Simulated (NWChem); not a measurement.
# BHCl, doublet; SMILES [BH]Cl

Computed with NWChem. Pople sets run with spherical d functions. Spin-unrestricted. In the optimisation the excess spin sits in a' (Cs, its own frame). Geometry: optimised at PBE0/def2-SVP, spin-unrestricted. No stability test was run on the SCF state. B3LYP is NWChem's, with the RPA form of VWN correlation. Vertical excitations in the gas phase; the lowest state need not have the same character in each row. Excited states of an open shell can be spin-contaminated.

```json
[
 {"level": "PBE/6-31+G*, TDA", "lowest excitation (eV)": "1.75", "oscillator strength of that lowest state": "0.006", "lowest state with f > 0.02 (eV)": "5.14", "oscillator strength of that bright state": "0.031", "lowest empty minus highest occupied level, either spin (eV)": "1.76"},
 {"level": "B3LYP/6-31+G*, TDA", "lowest excitation (eV)": "1.83", "oscillator strength of that lowest state": "0.007", "lowest state with f > 0.02 (eV)": "5.49", "oscillator strength of that bright state": "0.033", "lowest empty minus highest occupied level, either spin (eV)": "3.67"},
 {"level": "BHandHLYP/6-31+G*, TDA", "lowest excitation (eV)": "1.91", "oscillator strength of that lowest state": "0.007", "lowest state with f > 0.02 (eV)": "6.05", "oscillator strength of that bright state": "0.037", "lowest empty minus highest occupied level, either spin (eV)": "6.41"},
 {"level": "CAM-B3LYP/6-31+G*, TDA", "lowest excitation (eV)": "1.81", "oscillator strength of that lowest state": "0.007", "lowest state with f > 0.02 (eV)": "[?]", "oscillator strength of that bright state": "0.036", "lowest empty minus highest occupied level, either spin (eV)": "[?]"}
]
```

Q: Fill in the missing entries.

A: 
- CAM-B3LYP/6-31+G*, TDA, lowest state with f > 0.02 (eV): 5.80
- CAM-B3LYP/6-31+G*, TDA, lowest empty minus highest occupied level, either spin (eV): 6.63
